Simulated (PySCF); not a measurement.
Species: C5H9OP.
InChI=1S/C5H9OP/c1-4-5(6-2)7(4)3/h1-3H3

The calculation used PySCF 2.14.0, density-fitted response routines, TDDFT wB97X-D/def2-SVPD, vertical, gas phase, core orbitals frozen in the response. Geometry: GFN2-xTB, one conformer, isolated molecule. Torsions of this conformer, `[CH3:1][O:2][C:3]1=[C:4]([CH3:5])[P:6]1[CH3:7]`: C1–O2–C3–C4 -173°.

Broadening: Gaussians 0.25 eV wide at half height, area fixed by f = 4.319×10⁻⁹ ∫ε dν̃. The width is an assumption, not a result. The curve ends short of the highest state used, and states not computed would add to its high-energy end.

```csv
E (eV),ε (L mol⁻¹ cm⁻¹)
4.78,1
4.83,4
4.88,15
4.94,55
4.99,125
5.04,230
5.09,338
5.15,401
5.20,362
5.25,262
5.31,134
5.36,66
5.41,55
5.47,184
5.52,561
5.57,1404
5.62,2816
5.68,4852
5.73,6000
5.78,5997
5.84,4643
5.89,3215
5.94,2156
5.99,1552
6.05,1161
6.10,1041
6.15,1318
6.21,2516
6.26,4135
6.31,5663
6.37,6230
6.42,5303
6.47,3650
6.52,2117
6.58,1168
6.63,1156
```

Question: Locate the maxima and give the states behind the curve.

Answer: 241 nm (5.15 eV), ε about 400, made up of S1 (100%); 215 nm (5.75 eV), ε about 6200, made up of S2 (99%); 195 nm (6.36 eV), ε about 6300, made up of S4 (100%) (ε in L mol⁻¹ cm⁻¹; maxima over ε = 5, shares over 10%). At its high-energy end, 6.63 eV, the curve is still rising (ε about 1200, from S4 and S5). The states used: S1 5.15 eV (f 0.0037); S2 5.75 eV (f 0.056); S3 6.00 eV (f 0.0097); S4 6.36 eV (f 0.058); S5 6.75 eV (f 0.015); S6 6.91 eV (f 0.022); S7 7.06 eV (f 0.028); S8 7.23 eV (f 0.108).

Question: On this curve, what absorbance would a 10⁻⁵ mol/L sample give at 222 nm over a 1 cm path?

Answer: 222 nm is 5.585 eV, where ε is about 1800 L mol⁻¹ cm⁻¹, so A = ε c l ≈ 0.018 (Beer–Lambert, with the gas-phase spectrum and the assumed width).

Question: Does any computed singlet lie in the visible range?

Answer: No computed singlet lies in the visible range (380 to 750 nm); the lowest, at 241 nm, stands 1.89 eV above its violet end (3.26 eV).

Question: What would ε be at 6.36 eV, the highest of these maxima, with half the width (0.125 eV)?

Answer: About 12500 L mol⁻¹ cm⁻¹ against 6270, a factor of about 2.00; a lone state at its own centre would give exactly 2.
